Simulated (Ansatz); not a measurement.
System: methyl-[(E)-prop-1-enyl]silane, C$_{4}$H$_{10}$Si (charge 0, singlet). 
Coordinates optimised at B3LYP-D3(BJ)/def2-TZVP (Ansatz, a first-principles code):
```
C
C 1 1.3342
H 2 1.0887 1 118.89
H 1 1.0902 2 117.36 3 -179.88
C 2 1.4958 3 115.27 1 -179.88
H 5 1.0905 2 111.58 3 -179.98
H 5 1.0941 6 108.47 2 -122.39
H 5 1.0941 6 108.46 7 -115.30
Si 1 1.8588 4 118.64 2 179.58
H 9 1.4855 1 108.11 4 177.73
H 9 1.4870 10 108.26 3 121.06
C 9 1.8778 10 110.26 11 118.57
H 12 1.0916 9 110.81 10 59.43
H 12 1.0919 13 108.23 9 121.99
H 12 1.0922 13 107.96 14 116.50
```

Total electronic energies in hartree. Correlated levels leave the core frozen unless marked. No spin-orbit coupling. No relativistic terms. Basis-set limits of correlation are two-point, X^-3; Hartree-Fock from the larger set.

```json
[
 {"level": "SVWN5/def2-TZVPD", "program": "Ansatz", "energy (Eh)": "[?]"},
 {"level": "revPBE-D4/def2-TZVPD", "program": "Ansatz + dftd4", "energy (Eh)": "-447.91649"},
 {"level": "B3LYP/def2-TZVPD", "program": "Ansatz", "energy (Eh)": "[?]"},
 {"level": "PBE0-D4/def2-TZVP", "program": "Ansatz + dftd4", "energy (Eh)": "[?]"},
 {"level": "CAM-B3LYP-D3(BJ)/def2-TZVPD", "program": "Ansatz + dftd3", "energy (Eh)": "-447.91293"},
 {"level": "RPA@PBE/cc-pV(T+d)Z", "program": "Ansatz", "energy (Eh)": "-447.64361"},
 {"level": "SCS-MP2/STO-3G", "program": "Ansatz", "energy (Eh)": "-441.32865"},
 {"level": "CCSD/aug-cc-pV(D+d)Z", "program": "Ansatz", "energy (Eh)": "-446.99997"},
 {"level": "CCSD(T)/CBS(cc-pV(T+d)Z,cc-pV(Q+d)Z)", "program": "Ansatz", "energy (Eh)": "-447.2881"}
]
```

**Question.** Fill in the missing entries.

**Answer.** 
- SVWN5/def2-TZVPD, energy (Eh): -445.32007
- B3LYP/def2-TZVPD, energy (Eh): -448.02829
- PBE0-D4/def2-TZVP, energy (Eh): -447.67878
